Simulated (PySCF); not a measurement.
**Removing an electron from `Cc1ccpc(C)c1C`**

Compound: C₈H₁₁P.
Structure used (PBE0-D3(BJ)/def2-SVP), in Å, numbered top down from 1:
```xyz
20
C8H11P angstrom
C     -1.699   -1.826   -0.221
C     -1.113   -0.443   -0.185
C     -1.980    0.645   -0.334
C     -1.583    1.975   -0.333
P      0.051    2.510   -0.160
C      0.895    0.987    0.005
C      2.390    1.114    0.165
C      0.281   -0.277   -0.012
C      1.119   -1.521    0.129
H     -1.245   -2.440   -1.016
H     -1.532   -2.366    0.726
H     -2.782   -1.792   -0.399
H     -3.045    0.421   -0.461
H     -2.353    2.744   -0.457
H      2.739    0.681    1.117
H      2.932    0.603   -0.647
H      2.697    2.171    0.154
H      2.137   -1.308    0.471
H      0.671   -2.231    0.839
H      1.200   -2.052   -0.836
```

Level: B3LYP/def2-SVPD (PySCF). Frontier orbitals with their largest atomic shares (Löwdin; up to four atoms above 4 %):

```
orbital  ε (eV)                          main atoms
 HOMO−3   -8.67  C4 16 %, P5 15 %, C6 14 %, C7 11 %
 HOMO−2   -7.22   P5 62 %, C6 12 %, C4 11 %, C3 4 %
 HOMO−1   -6.93  C8 21 %, C6 19 %, C4 18 %, C3 14 %
   HOMO   -6.39                                   ?
   LUMO   -1.32  P5 33 %, C2 17 %, C4 16 %, C6 13 %
 LUMO+1   -0.76  C6 18 %, C3 18 %, C8 16 %, C4 16 %
 LUMO+2    0.27   C9 15 %, C1 13 %, C7 7 %, H20 7 %
```

Task: What vertical ionisation energy does ΔSCF give, and how far is −ε(HOMO) from it?

Result: ΔSCF: 8.27 eV (798 kJ/mol; threshold wavelength 150 nm); ⟨S²⟩ of the doublet left behind is 0.761, against 0.75 for a pure doublet. −ε(HOMO) is 6.39 eV, 1.88 eV below it. For the exact functional −ε(HOMO) would equal the first vertical ionisation energy; B3LYP (global hybrid, 20 % exact exchange) falls short of its own ΔSCF value by 23 %. Holes in the HOMO−1 and HOMO−2 were tried too where these lie within 1.2 eV of the HOMO; the lowest converged state counts.

Task: On which atoms does the HOMO lie?

Result: P5 (phosphorus bonded to 2 C) 29 %, C2 (substituted aromatic carbon) 18 %, C6 (substituted aromatic carbon) 13 %, C4 (aromatic CH carbon) 12 %, so no atom holds as much as 40 %. The HOMO−1 lies 0.54 eV lower.

Task: And the vertical electron affinity, the fundamental gap, Mulliken's electronegativity and the hardness (with the factor ½)?

Result: EA = -0.46 eV by ΔSCF (−ε(LUMO) = 1.32 eV); a negative value means that the added electron isn't bound at this geometry and level, and the number then depends on the basis. IE − EA = 8.73 eV against an orbital gap of 5.07 eV; (IE + EA)/2 = 3.90 eV; (IE − EA)/2 = 4.37 eV. Parr's electrophilicity index (IE + EA)²/[8(IE − EA)] is 0.87 eV.

Task: What total energies stand behind the ΔSCF value?

Result: E(N) = -652.53043 Eh and E(N − 1) = -652.22653 Eh at the same geometry, 0.30390 Eh apart. With one more electron, E(N + 1) = -652.51351 Eh.

Task: Shift the occupied levels rigidly so that −ε(HOMO) equals the ΔSCF value. What binding energies result?

Result: The shift is +1.88 eV: HOMO 8.27, HOMO−1 8.81, HOMO−2 9.10, HOMO−3 10.55 eV. A rigid shift is only a rough guide to the deeper ionisations.

Geometry: PBE0-D3(BJ)/def2-SVP; no solvent, vibrations or thermal averaging.

The run behind these numbers computed excited states and ΔSCF ions as well. Time: 13 min; peak memory 1.2 GiB. Hardware: Arm Neoverse N1, one thread, shared host with 64 logical CPUs at a one-minute load of 61.
